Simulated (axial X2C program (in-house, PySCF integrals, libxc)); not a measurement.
**Worked dissociation energy of IO⁻: PBE0, without spin–orbit coupling**

Calculated with an in-house relativistic program for diatomic molecules. Spin-free means the one-electron spin-free X2C Hamiltonian. Basis: I dyall-acv3z [12s13p9d5f1g], O dyall-av3z [7s6p3d2f] (cores contracted in-house); Gaussian nuclei, density fitting, unrestricted open shells. Masses: I 126.904 u, O 15.995 u.

Molecular state: M_S = 0, Λ = 0 (closed shell).

```
E(I-) (2M_S = 0, M_L = 0) : -7115.441967 hartree
E(O) (2M_S = 2, M_L = 0)  : -75.075790 hartree
E(IO⁻) at Re              : -7190.577027 hartree
ωe                        : 626.4 cm⁻¹
ωexe                      : 3.68 cm⁻¹
```

Task: Work out De and D0.

Result: De = -7115.441967 + (-75.075790) − (-7190.577027) = 0.05927 hartree = 1.613 eV. The zero-point energy is ωe/2 − ωexe/4 = 312 cm⁻¹ = 0.039 eV, so D0 = 1.574 eV.

The state is a single determinant with fixed occupations, the lowest that a limited PBE0 search found. The closed shell is kept restricted, so the energy runs too high when the bond is stretched far. Dissociation energies refer to the lowest single-determinant-based atoms at the same level and basis. The highest occupied level of some functionals is positive through self-interaction error; at Hartree–Fock it is bound.

Each atomic determinant is the lowest at this level and need not be a pure term. Totals compare only within one Hamiltonian and basis.
